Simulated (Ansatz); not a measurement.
Si5O14H8, a hydroxylated oxide cluster. Total charge 0; singlet. Geometry PBE-D4/def2-SVP, basis def2-TZVP, Ansatz.

Cartesian coordinates in Å:
```
Si -0.220 -2.011 0.267
Si -1.294 -0.377 1.653
Si 1.225 -2.863 -1.458
Si -1.995 1.744 2.536
Si 1.010 1.550 -1.316
O -0.924 2.971 2.444
O 0.106 2.246 -0.077
O -3.366 2.283 3.252
O -1.444 0.229 3.199
O 1.812 2.794 -2.048
O 2.115 0.460 -0.627
O -2.103 0.950 0.990
O 0.025 0.759 -2.381
O 0.294 -0.613 1.094
O -1.721 -1.913 1.050
O 0.888 -3.253 0.211
O -0.186 -1.837 -1.416
O 2.571 -1.997 -1.747
O 1.196 -4.162 -2.454
H -0.322 2.902 1.657
H -0.823 1.921 -0.126
H -3.944 1.599 3.633
H 2.338 2.549 -2.828
H 1.781 0.205 0.265
H -0.146 -0.192 -2.174
H 2.538 -1.061 -1.385
H 0.589 -4.881 -2.210
```

| run | HOMO (eV) | LUMO (eV) |
| --- | --- | --- |
| A | -9.64 | -1.18 |
| B | -7.47 | -2.25 |
| C | -7.99 | -1.92 |
| D | -7.57 | -2.33 |
| E | -9.34 | -1.41 |
| F | -7.47 | -2.15 |

Single mean-field runs in def2-TZVP are fitted with def2-universal-jkfit. In the singlet geometry the species has come apart into loosely held pieces.

Task: The runs used BLYP, PBE, PBE0, r2SCAN, r2SCAN0, revPBE. Estimate which is which.

Result: A r2SCAN0 (25 % exact exchange); B BLYP (0 % exact exchange); C r2SCAN (0 % exact exchange); D PBE (0 % exact exchange); E PBE0 (25 % exact exchange); F revPBE (0 % exact exchange). Exact exchange lowers occupied and raises empty levels; among semilocal functionals meta-GGAs tend to open the gap a little, and such runs are hard to tell apart. The gap grows from 5.22 eV (BLYP) to 8.47 eV (r2SCAN0).
